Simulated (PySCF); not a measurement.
Electrostatic solvation of a mixed set.

Computed with PySCF at CAM-B3LYP/def2-SVPD, non-relativistic, each on one gas-phase PBE0-D3(BJ)/def2-SVP geometry that isn't relaxed in the solvent. The solvent is an IEF-PCM continuum (Bondi radii, 1.10 Å for H, scaled by 1.2). The model holds no explicit solvent molecules, cavitation or dispersion.

**Question.** Order them by E(solvent) − E(gas) in methanol (ε = 32.61), most negative first (kJ/mol).
A. `c1cc[s+]cc1`
B. `[CH3:1][S:2](=[O:3])(=[O:4])[CH2:5][CH2:6][C:7]#[N:8]` with C1–S2–C5–C6 179°, S2–C5–C6–C7 180°
C. `Fc1cc(=S)cco1`

**Answer.** A (-225.9), B (-69.0), C (-30.1).

```tsv
SMILES	charge	ΔE (kJ/mol)	polarisation term (kJ/mol)	HOMO shift (eV)	dipole gas (D)	dipole solvent (D)	atoms	lowest singlet, gas (eV)	lowest singlet, solvent (eV)
c1cc[s+]cc1	1	-225.9	-226.5	+4.47	–	–	11	4.97	4.91
CS(=O)(=O)CCC#N	0	-69.0	-83.3	+0.24	4.48	5.78	15	7.61	7.69
Fc1cc(=S)cco1	0	-30.1	-40.9	-0.26	3.82	6.12	11	2.57	2.92
```

The ion comes first with 225.9 kJ/mol, the neutral species gain 69.0 at most. The polarisation term is half the interaction of the solute with the induced surface charges. No dipole is given for ions, as it depends on the origin. Singlets are vertical TDDFT energies (frozen core, non-equilibrium response), the lowest in each medium.
